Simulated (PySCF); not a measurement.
## One molecule, a ladder of functionals, a line

Molecule: SMILES C#C[Si@H](O)[SiH2]N, C2H7NOSi2.

Structure with atom numbers: `[CH:1]#[C:2][Si@H:3]([OH:4])[SiH2:5][NH2:6]`. Each H is labelled by its parent atom. Ha(Si5) is pro-R; Hb(Si5) is pro-S.

GIAO shieldings (ppm, equivalent atoms averaged) in PySCF on the PBE0-D3(BJ)/def2-SVP geometry, basis pcSseg-1, gas phase, non-relativistic:

| functional | exact exchange (%) | σ(C2) | σ(Si3) | σ(Si5) | σ(O4) |
| --- | --- | --- | --- | --- | --- |
| BLYP | 0 | 87.6 | 364.7 | 377.7 | 303.0 |
| BP86 | 0 | 91.3 | 372.4 | 386.0 | 306.5 |
| PBE | 0 | 91.2 | 372.9 | 387.4 | 307.1 |
| B3LYP | 20 | 90.6 | 376.9 | 390.4 | 309.4 |
| PBE0 | 25 | 94.9 | 388.2 | 402.8 | 314.3 |
| mPW1PW91 | 25 | 94.6 | 387.0 | 401.0 | 313.7 |
| HF | 100 | 104.1 | 431.0 | 442.2 | 324.5 |

Problem. Fit each shielding as a line in the percentage of exact exchange.

Solution. σ(C2) = 90.0 + 0.14 x (rms 1.6 ppm); σ(Si3) = 369.8 + 0.61 x (rms 3.4 ppm); σ(Si5) = 383.9 + 0.59 x (rms 3.9 ppm); σ(O4) = 306.6 + 0.19 x (rms 2.1 ppm). The functionals also differ in their semilocal parts, which the line can't hold; Hartree–Fock has no correlation at all.

Problem. What does the line predict for BHandHLYP (50 %), and what does the run give?

Solution. σ(C2): 97.0 predicted, 95.0 computed; σ(Si3): 400.3 predicted, 396.0 computed; σ(Si5): 413.4 predicted, 409.1 computed; σ(O4): 316.1 predicted, 316.4 computed ppm.
